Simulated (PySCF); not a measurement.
GeH2OS, SMILES [SH][Ge][OH] (connectivity only; charge and spin as stated), neutral, multiplicity 1. Atoms are numbered in the order given.

```xyz
5

Ge     0.4656     0.5194     0.0000
O     -1.1242     1.3548     0.0000
H     -1.9200     0.8103     0.0000
S     -0.3068    -1.6310     0.0000
H      0.9232    -2.1723     0.0000
```

Coordinates come from a B3LYP-D3(BJ)/def2-TZVP optimisation. Other conformers were not sampled.

The numbers are results of B3LYP/def2-TZVPD (PySCF), not measurements.

Mulliken values depend strongly on the basis, most of all with diffuse functions as here. Atomic charges (e):

```tsv
atom	Mulliken	IAO
Ge1	0.50	0.59
O2	-0.51	-0.74
H3	0.30	0.36
S4	-0.45	-0.30
H5	0.16	0.10
```
